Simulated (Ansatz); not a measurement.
Geometry optimisation, RKS PBE/def2-TZVP (Ansatz 0.2.0).

The input (input.yaml):

```yaml
crystal:
  periodic: [false, false, false]
  atoms:
    - { symbol: Ga, position_ang: [0.0, 0.0, 0.0] }
    - { symbol: O, position_ang: [1.2796, 0.0, 1.524] }
    - { symbol: H, position_ang: [0.3701, -0.2814, 1.8612] }
    - { symbol: H, position_ang: [1.7552, 0.0, 0.2282] }
    - { symbol: H, position_ang: [-1.3596, 0.0, -0.785] }
basis:
  gaussian: { orbitals: def2-TZVP }
hamiltonian:
  xc: pbe
relax:
  f_tol: 0.15
  max_steps: 25
  restrain:
    - { distance: [1, 3], at: 2.21, k: 30.0 }
    - { distance: [0, 1], at: 1.79, k: 30.0 }
    - { distance: [0, 3], at: 1.57, k: 30.0 }
```

Launched with:

```bash
$ ansatz run input.yaml --threads 2 --pin off --max-ram 3072MiB --backend cpu --events-out ev --progress --plain --runs-dir out
```

Task: Where does it end, and by what steps?

Result: It converged. The restraints hold the end off the free minimum. After 8 steps the energy has fallen by 3.943 eV (the restraints' own energy left out); H4 moved furthest, 0.65 Å.

```csv
step,energy less start (eV),largest force component (eV/Å),accepted
0,0.0000,3.144,yes
1,-1.2949,2.659,yes
2,-2.3096,3.054,yes
3,-3.4242,2.537,yes
4,-3.8828,2.653,yes
5,-3.9111,1.360,yes
6,-3.9354,1.517,yes
7,-3.9228,1.118,no
8,-3.9429,1.217,yes
```

```xyz
5
Properties=species:S:1:pos:R:3
Ga 0.312 0.001 -0.086
O 0.860 -0.137 1.612
H 0.203 -0.230 2.324
H 1.827 0.094 -0.413
H -1.157 -0.009 -0.608
```

The run took 4 s on 2 threads of AMD EPYC 9R45 96-Core Processor (Zen 5) (shared host), peak memory 0.16 GiB.
